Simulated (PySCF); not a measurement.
Estimate the missing entries of this data sheet.

Compound: C₆H₁₁PS.
Structure used (PBE0-D3(BJ)/def2-SVP), in Å, numbered top down from 1:
```
atom  x, y, z in Å
S1    -0.3291   -2.5577    1.2834
P2    -0.2024   -0.7929    0.4932
C3    -1.6750   -0.0080   -0.2857
C4    -1.3095    1.4923   -0.3506
C5     0.1282    1.6658    0.1843
C6     1.1497    1.1022   -0.8259
C7     1.0423   -0.4399   -0.8174
C8     0.2200    0.7509    1.4087
H9    -1.8647   -0.4688   -1.2655
H10   -2.5464   -0.2188    0.3509
H11   -2.0046    2.0774    0.2707
H12   -1.3897    1.8863   -1.3750
H13    0.3392    2.7214    0.4120
H14    2.1643    1.4100   -0.5305
H15    0.9710    1.5165   -1.8294
H16    0.7068   -0.8743   -1.7700
H17    1.9800   -0.9422   -0.5393
H18   -0.5211    0.9674    2.1921
H19    1.2226    0.6928    1.8567
```

```csv
property,level,value
point group,PBE0-D3(BJ)/def2-SVP,?
"rotational constants A, B, C",PBE0-D3(BJ)/def2-SVP,?
dipole moment,B3LYP/def2-SVPD,5.30 D
HOMO energy,B3LYP/def2-SVPD,?
LUMO energy,B3LYP/def2-SVPD,-0.09 eV
lowest singlet excitation,TDDFT B3LYP/def2-SVPD,"5.33 eV (233 nm, f = 0.000)"
strongest line among the 10 lowest singlet transitions,TDDFT B3LYP/def2-SVPD,"S4 at 5.74 eV (216 nm, f = 0.060)"
lowest triplet excitation (Tamm–Dancoff),TDA B3LYP/def2-SVPD,?
static isotropic polarisability,B3LYP/def2-SVPD,?
vertical ionisation energy,ΔSCF B3LYP/def2-SVPD,8.25 eV
electronic spatial extent ⟨r²⟩ about the centre of nuclear charge,B3LYP/def2-SVPD,?
13C chemical shifts (computed TMS as zero) by class,GIAO CAM-B3LYP/pcSseg-1,"39.3 (C8), 34.0 (C5), 31.7 (C4/C6), 30.7 (C3/C7) ppm"
1H chemical shifts (computed TMS as zero) by class,GIAO CAM-B3LYP/pcSseg-1,?
"isotropic shieldings of nuclei other than C and H, by class",GIAO CAM-B3LYP/pcSseg-1,"253 (P2), 770 (S1) ppm"
```

Gas-phase values; electronic properties from PySCF, density fitting. Geometry: PBE0-D3(BJ)/def2-SVP; no solvent, vibrations or thermal averaging.

The static isotropic polarisability?

112.2 au.

The point group?

Cs.

The HOMO energy?

-6.12 eV.

The lowest triplet excitation (Tamm–Dancoff)?

5.14 eV.

Give the rotational constants A, B, C.

2.789, 1.176, 1.060 GHz.

The electronic spatial extent ⟨r²⟩ about the centre of nuclear charge?

1258 bohr².

The 1H chemical shifts (computed TMS as zero) by class?

1.84 (H13), 1.67 (H11/H14), 1.51 (H12/H15), 1.37 (H9/H16), 1.31 (H10/H17), 1.09 (H18/H19) ppm.

The principal polarisabilities are 97.2, 102.9 and 136.4 au; their mean is the isotropic value. The rotational constants make it an asymmetric top with κ = (2B − A − C)/(A − C) = -0.87, nearer the prolate limit (−1). The 10 singlets span 5.33 to 6.36 eV, and their oscillator strengths add up to 0.19.
